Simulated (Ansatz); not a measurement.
Compare A (`NC1C[SiH2][SiH2]1`) with its isomer B (`N[SiH2]/C=C/[SiH3]`).

Calculated with Ansatz (gas phase, PBE0-D4/def2-TZVP geometries, no zero-point term in ΔE). CCSD(T)/CBS adds triple-zeta CCSD(T) − MP2 to the extrapolated MP2 energy (def2 sets, frozen cores). Functionals use def2-TZVPP. B3LYP here is the variant with VWN-RPA as its local correlation; programs differ in this. Each species was taken in one conformer, which may not be the lowest.

Problem. Which is lower in electronic energy at CCSD(T)/CBS, and by how much? (Best estimate.)

Solution. Ansatz gave: B, by 92.5 kJ/mol.

Problem. Give E(B) − E(A) in kJ/mol with ωB97M-V, CCSD(T)/def2-TZVPP, r2SCAN-D4, CCSD/def2-TZVPP, HF/def2-TZVPP, B3LYP-D4, MP2/def2-TZVPP. (An estimate is asked.)

Solution. Ansatz gave: ωB97M-V -88.6, CCSD(T)/def2-TZVPP -91.7, r2SCAN-D4 -80.9, CCSD/def2-TZVPP -95.7, HF/def2-TZVPP -137.1, B3LYP-D4 -100.3, MP2/def2-TZVPP -90.5. None reverses the order clearly.

Largest T1 diagnostic: 0.012.

The D4 term adds +5.9 kJ/mol with B3LYP and +2.9 kJ/mol with PBE0; it sums over pairs of atoms, weighted by their polarisabilities, and B3LYP, whose exchange is more repulsive, gets the larger term. In def2-TZVPP, CCSD(T) changes the Hartree–Fock value by +45.5 kJ/mol (the triples alone add +4.1 kJ/mol) and MP2 by +46.6 kJ/mol.
